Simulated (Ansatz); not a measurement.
The cluster Ag4F3⁺. The state is a singlet with charge 1. Geometry r2SCAN-D4/def2-SVP.

Cartesian coordinates in Å:
```
Ag -2.227 -0.712 0.306
Ag 0.294 1.264 -1.972
Ag 0.310 0.994 1.205
Ag 1.556 -1.761 0.199
F -1.324 1.158 -0.463
F 1.705 0.318 -0.550
F -0.313 -1.261 1.276
```

In the def2 sets Ag takes a core potential; there is no spin–orbit coupling. B3LYP takes the VWN-RPA correlation. No other spin state of charge 1 was run. Another isomer (singlet) lies 0.06 eV lower at PBE-D4/def2-TZVP; other spin states weren't run for this one.

(1) Estimate the orbital energies around the gap (eV) in Ansatz with PBE-D4/def2-SVP, r2SCAN-D4/def2-TZVP, B3LYP-D4/def2-TZVP, PBE0-D4/def2-SVP, PBE0-D4/def2-TZVP.

Answers

(1) 
```csv
orbital,PBE-D4/def2-SVP,r2SCAN-D4/def2-TZVP,B3LYP-D4/def2-TZVP,PBE0-D4/def2-SVP,PBE0-D4/def2-TZVP
HOMO−5,-10.98,-11.21,-12.48,-12.62,-12.70
HOMO−4,-10.54,-10.79,-12.04,-12.15,-12.25
HOMO−3,-10.54,-10.79,-12.04,-12.15,-12.25
HOMO−2,-10.38,-10.63,-11.86,-11.96,-12.06
HOMO−1,-10.38,-10.63,-11.86,-11.96,-12.06
HOMO,-10.11,-10.31,-11.52,-11.61,-11.71
LUMO,-7.97,-7.71,-7.38,-6.83,-6.92
LUMO+1,-6.89,-6.57,-6.30,-5.75,-5.81
LUMO+2,-6.89,-6.56,-6.30,-5.75,-5.81
LUMO+3,-6.56,-6.25,-5.98,-5.44,-5.50
LUMO+4,-4.26,-3.93,-3.86,-3.47,-3.49
LUMO+5,-3.69,-3.32,-3.30,-2.88,-2.92
```
